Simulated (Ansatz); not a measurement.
Coupled-cluster run, `CO[CH2][GaH][ZnH]`.

```yaml
crystal:
  periodic: [false, false, false]
  atoms:
    - {symbol: C, position_ang: [-0.631168, 0.085334, 1.584692]}
    - {symbol: O, position_ang: [0.716614, 0.047285, 1.235576]}
    - {symbol: C, position_ang: [0.973488, -0.899598, 0.217593]}
    - {symbol: Ga, position_ang: [0.384187, -0.347695, -1.622090]}
    - {symbol: Zn, position_ang: [-0.569717, 1.869222, -2.068124]}
    - {symbol: H, position_ang: [-0.762178, 0.852311, 2.348744]}
    - {symbol: H, position_ang: [-0.975685, -0.881031, 1.981909]}
    - {symbol: H, position_ang: [-1.267245, 0.336823, 0.717792]}
    - {symbol: H, position_ang: [0.572523, -1.887879, 0.493807]}
    - {symbol: H, position_ang: [2.062704, -1.018402, 0.167850]}
    - {symbol: H, position_ang: [0.694312, -1.439417, -2.732764]}
    - {symbol: H, position_ang: [-1.197845, 3.283059, -2.324974]}
basis:
  gaussian: {orbitals: def2-TZVPP}
correlation: {method: ccsd_t, frozen_orbitals: {C: 1, Ga: 9, H: 0, O: 1, Zn: 9}}
output: {orbitals: {seedname: orbitals}}
```

```sh
$ ansatz run in.yaml --threads 2 --pin off --events-out ev --progress --plain --max-ram 32768MiB --backend cuda --devices 0, --max-vram 18GiB
```

Output of Ansatz, abridged:

```
Functional definition: HF
1890 factors; integrals over basis functions are off by at most 1.3e-3 eV
mean field evaluation 1: about -104916.0665 eV, gradient 3.4e1 eV
mean field evaluation 2: about -104916.4213 eV, gradient 3.4e1 eV
mean field evaluation 4: about -104919.7197 eV, gradient 6.1e0 eV
mean field evaluation 8: about -104919.7975 eV, gradient 7.3e-1 eV
mean field -104919.79831053 eV, -3855.7314707184 hartree, gradient 2.1e-6 eV, S^2 0.000000; 0 other end points of the search recorded, 0 dependent functions left out
21 core orbitals not correlated: weight in the atoms' cores, before any rotation towards them, 1.000 or more for the frozen orbitals, at most 0.000 for the correlated occupied ones
reference -104919.79831053 eV, -3855.7314707184 hartree; 23, 23 occupied and 259, 259 virtual orbitals, 1890 factors
second order -36.11186393 eV of doubles, -0.00000000 eV of singles
cycle   1  -34.40297354 eV  change     1.7e0 eV  update   1.5e-1
cycle   2  -35.52526687 eV  change    -1.1e0 eV  update   5.6e-2
cycle   3  -35.74644898 eV  change   -2.2e-1 eV  update   2.5e-2
cycle   4  -35.71861081 eV  change    2.8e-2 eV  update   7.3e-3
cycle   5  -35.70852534 eV  change    1.0e-2 eV  update   3.0e-3
cycle   6  -35.71164463 eV  change   -3.1e-3 eV  update   1.2e-3
cycle   7  -35.71156839 eV  change    7.6e-5 eV  update   5.7e-4
cycle   8  -35.71083928 eV  change    7.3e-4 eV  update   2.9e-4
cycle   9  -35.71104285 eV  change   -2.0e-4 eV  update   1.6e-4
cycle  10  -35.71121873 eV  change   -1.8e-4 eV  update   6.6e-5
cycle  11  -35.71107875 eV  change    1.4e-4 eV  update   3.1e-5
cycle  12  -35.71112231 eV  change   -4.4e-5 eV  update   1.5e-5
perturbative correction -1.30685700 eV, -0.0480261091 hartree
Total energy: -104956.81628984 eV, -3857.0918563664 hartree
```

It took 8.5 s on 2 threads of an AMD EPYC 7R13 on a shared host and a share of an NVIDIA H100 80 GB, with 0.88 GiB of host memory at the peak.

MP2 recovers 97.6 % of the CCSD(T) correlation energy and the triples give 3.5 %; T1 = 0.0138.
